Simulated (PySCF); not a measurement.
C3H5BO, SMILES C1=CCB1O.

Coordinates come from a B3LYP-D3(BJ)/def2-SVP optimisation. This is a generated structure with no PubChem entry under its InChIKey; it may be hypothetical. One conformer was computed; it need not be the lowest.

Two levels are set side by side: PBE/def2-TZVP (PySCF) and r2SCAN/def2-TZVP (PySCF). Same geometry, gas phase. Differences are taken from unrounded values.

```
quantity                     r2SCAN
---------------------------  ------
orbital gap (eV)               5.25
highest occupied level (eV)   -6.69
lowest empty level (eV)       -1.44
dipole moment (D)              1.40
mean polarisability (bohr³)    50.6
```

Q: What does PBE give, and how far is it from r2SCAN? (An estimate is asked for; the answer gives what the named calculation found.)

A: 
```tsv
quantity	PBE	PBE minus r2SCAN
orbital gap (eV)	4.82	-0.43
highest occupied level (eV)	-6.51	0.19
lowest empty level (eV)	-1.69	-0.25
dipole moment (D)	1.36	-0.05
mean polarisability (bohr³)	51.7	1.1
```

Rough cost on one machine, each run with all the roots and properties that it gave: r2SCAN against PBE about 4 times.
